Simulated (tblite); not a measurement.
Species: C₇H₁₄AlP.
Cartesian coordinates in Å at the GFN2-xTB level; atoms count from 1:
```xyz
23
C7H14AlP angstrom
C      0.0620    1.2233    2.8901
C      0.7026    0.5921    1.9183
P     -0.1586    0.2968    0.3542
Al    -2.2729    1.5912    0.2297
C      1.1714    0.1585   -0.7811
C      2.0101    0.1686   -1.6482
C      3.0461    0.1340   -2.6513
C     -0.6651   -1.4696    0.5420
C     -1.5117   -1.8609   -0.6613
H      0.5111    1.4209    3.8509
H     -0.9521    1.5699    2.7393
H      1.7254    0.2468    2.0173
H     -3.0008    0.6624    1.2848
H     -2.6399    1.4041   -1.2851
H     -1.7551    2.9930    0.7163
H      3.8517    0.8132   -2.3740
H      2.6358    0.4452   -3.6115
H      3.4478   -0.8747   -2.7454
H      0.2167   -2.1083    0.6462
H     -1.2567   -1.5300    1.4599
H     -1.8838   -2.8789   -0.5613
H     -0.9273   -1.7910   -1.5779
H     -2.3615   -1.1797   -0.7421
```

Computed with GFN2-xTB (tblite): harmonic, unscaled wavenumbers at the GFN2-xTB geometry, gas phase. This tight-binding method is rough: wavenumbers can miss measured ones by several per cent, in bad cases by 10 to 20. Modes of hydrogen on aluminium can be 10 to 20 % off. One conformer, not necessarily the lowest. The optimisation stopped once no atom felt more than 0.01 eV/Å.

Lowest wavenumbers of the output (negative numbers stand for imaginary wavenumbers):
```
mode    cm-1
  1     -21.0
  2      41.9
  3      47.6
  4      55.4
  5      61.2
  6      90.3
  7     118.1
  8     148.9
  9     195.3
 10     216.2
 11     221.4
 12     248.1
 13     280.7
 14     293.0
 15     314.0
```

Task: Is this structure a minimum?

Result: Not by this Hessian. 1 mode is imaginary beyond 20i (21i cm⁻¹), so at this level the point lies at or near a first-order saddle. The curvature is small, so loose convergence or finite differences may be the whole cause.

Task: Which atoms move in the imaginary mode?

Result: 21i: H16 (methyl hydrogen) 33 %, H17 (methyl hydrogen) 33 %, H18 (methyl hydrogen) 33 %. These are shares of the mass-weighted motion.

Task: What is the remedy?

Result: Step along that mode in both directions, optimise again with tighter thresholds and repeat the frequencies. The zero-point energy of this point (108.1 kcal/mol) counts the 62 real modes alone, and thermal corrections from it aren't those of a minimum.
